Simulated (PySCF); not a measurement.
A search over the determinants of SrO

Unrestricted PBE0; basis Sr def2-TZVP with ECP28, O def2-TZVP; scalar-relativistic core potentials; PySCF 2.14. Outer shells of the fragments: Sr 5s2; O 2s2 2p4.

Followed along the bond (rough minima from three points):

| 2Ms+1 | unpaired | ⟨S²⟩ at the start | R at minimum (Å) | Te (eV) |
| --- | --- | --- | --- | --- |
| 1 | none | 0.00 | 1.91 | 0.00 |
| 3 | σ ↑, π ↑ | 2.00 | 2.21 | 0.86 |
| 1 | σ ↓, π ↑ | 1.01 | 2.21 | 0.87 |

Solutions found at the starting distance of 2.310 Å, counted from the lowest of them; the search is not exhaustive and high or unbound solutions are not listed, so other states can lie among these:

```
2Ms+1  unpaired   term  E (eV)  ⟨S²⟩  ⟨Lz²⟩   μ (D)
    3  σ ↑, π ↑     ³Π    0.00  2.00   1.01   -4.31
    1  σ ↓, π ↑  mixed    0.01  1.01   1.01   -4.32
    1      none    ¹Σ⁺    0.19  0.00   0.00  -10.41
    3      π ↑↑  mixed    1.64  2.00   2.01   -2.99
    1      π ↑↓  mixed    1.67  1.01   2.01   -2.99
    3      π ↑↑  mixed    1.68  2.00   2.01   -2.99
```

A term symbol is given only where ⟨S²⟩ and ⟨Lz²⟩ are close to those of a pure state; real π, δ and φ orbitals otherwise mix terms. A positive dipole means Sr(−)O(+).

Problem. Compare the gap between the two lowest followed solutions at the starting distance with the gap between their minima.

Solution. At PBE0 the second solution (triplet, unpaired electrons σ ↑, π ↑) lies -0.19 eV from the first (singlet, closed shell) at 2.310 Å and +0.86 eV at the minima; the two curves relax by different amounts, since their minima lie near 2.21 and 1.91 Å.

Counting both spins, an empty level lies below a filled one in some of these solutions, because spin and occupation are held.
